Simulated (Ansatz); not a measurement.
Consider the redistribution: `BC[SiH](C)Cl` + `C=[N][GeH2][CH3]` → `C=N[SiH](C)Cl` + `B[CH2][GeH2][CH3]`.

Computed with Ansatz on PBE0-D4/def2-TZVP structures; ΔE is electronic, products minus reactants. CBS: MP2 limit from def2 TZ/QZ plus the TZ coupled-cluster correction, frozen cores. Functionals use def2-TZVPP. For Ge outer-core shells are correlated without core-valence functions, which leaves a few kJ/mol of doubt a bond. Scalar relativity is left out up to krypton. Each species was taken in one conformer, which may not be the lowest.

`BC[SiH](C)Cl`:

Cartesian coordinates in Å:
```
B -0.517 2.241 -0.112
C 0.400 1.035 -0.376
Si -0.472 -0.533 0.182
C 0.637 -2.015 0.033
Cl -1.041 -0.341 2.160
H -1.402 2.503 -0.877
H -0.396 2.903 0.876
H 1.356 1.055 0.154
H 0.561 0.837 -1.444
H -1.720 -0.721 -0.599
H 0.118 -2.914 0.370
H 1.536 -1.888 0.640
H 0.940 -2.161 -1.008
```

`C=[N][GeH2][CH3]`:

Z-matrix (Å, degrees):
```
Ge
N 1 1.866
C 1 1.944 2 107.3
H 1 1.550 2 109.2 3 121.5
H 1 1.539 2 106.8 3 -119.5
C 2 1.257 1 119.6 3 -121.9
H 3 1.091 1 110.1 2 63.5
H 3 1.091 1 109.6 2 -56.1
H 3 1.091 1 110.6 2 -176.1
H 6 1.103 2 124.9 1 -0.7
H 6 1.097 2 119.8 1 179.3
```

`C=N[SiH](C)Cl`:

```xyz
11

C     1.733   -1.309    0.431
N     0.658   -0.777    0.807
Si   -0.035    0.706    0.256
C    -1.712    0.372   -0.454
Cl    1.141    1.610   -1.195
H     2.057   -2.262    0.865
H     2.399   -0.873   -0.328
H    -0.072    1.629    1.411
H    -2.187    1.302   -0.771
H    -2.345   -0.108    0.297
H    -1.636   -0.290   -1.319
```

`B[CH2][GeH2][CH3]`:

Z-matrix (Å, degrees):
```
Ge
C 1 2.009
B 1 2.618 2 35.4
C 1 1.949 2 109.1 3 113.8
H 1 1.539 2 108.1 3 -123.8
H 1 1.545 2 110.1 3 -6.5
H 2 1.089 1 106.3 3 121.1
H 2 1.090 1 104.6 3 -120.5
H 3 1.200 1 105.5 2 116.9
H 3 1.199 1 109.1 2 -114.6
H 4 1.091 1 110.5 2 -178.3
H 4 1.091 1 109.7 2 -58.5
H 4 1.091 1 110.2 2 61.3
```

```json
{"level": "PBE0-D4", "ΔE (eV)": "-0.40"}
{"level": "ωB97X-V", "ΔE (eV)": "-0.36"}
{"level": "r2SCAN", "ΔE (eV)": "-0.41"}
{"level": "MP2/def2-TZVPP", "ΔE (eV)": "-0.41"}
{"level": "HF/def2-QZVPP", "ΔE (eV)": "-0.33"}
{"level": "SCS-MP2/def2-QZVPP", "ΔE (eV)": "-0.38"}
{"level": "MP2/CBS(def2)", "ΔE (eV)": "-0.42"}
{"level": "CCSD/CBS(def2)", "ΔE (eV)": "-0.40"}
```

Task: What does CCSD(T)/CBS give? (Estimate.)

Result: The calculation gave: -0.41 eV. The listed levels differ from it by 0.01, 0.05, 0.00, 0.00, 0.08, 0.03, -0.01, 0.01 eV.

Largest T1 diagnostic among the species: 0.012.

In def2-TZVPP, CCSD(T) changes the Hartree–Fock value by −0.06 eV (the triples alone add −0.01 eV) and MP2 by −0.08 eV.
